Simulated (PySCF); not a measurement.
**Correlation energy of Mg²⁺ (magnesium, charge +2)**

[Ne], closed-shell 1S. All numbers are calculated (PySCF 2.14, no relativity, point nucleus, in aug-cc-pCVDZ (6s5p3d, 36 functions)). Frozen: 1s2; 8 electrons correlated.

```tsv
level	correlation energy (mhartree)
CCSD	-165.59
(T)	-0.23
CCSD(T)	-165.82
CCSDT	-165.82
```

Diagnostics: T1 = 0.0016, D1 = 0.0022, largest double amplitude 0.015.

Cost of the coupled-cluster step: about 0.25 core-seconds, for 8 correlated electrons.
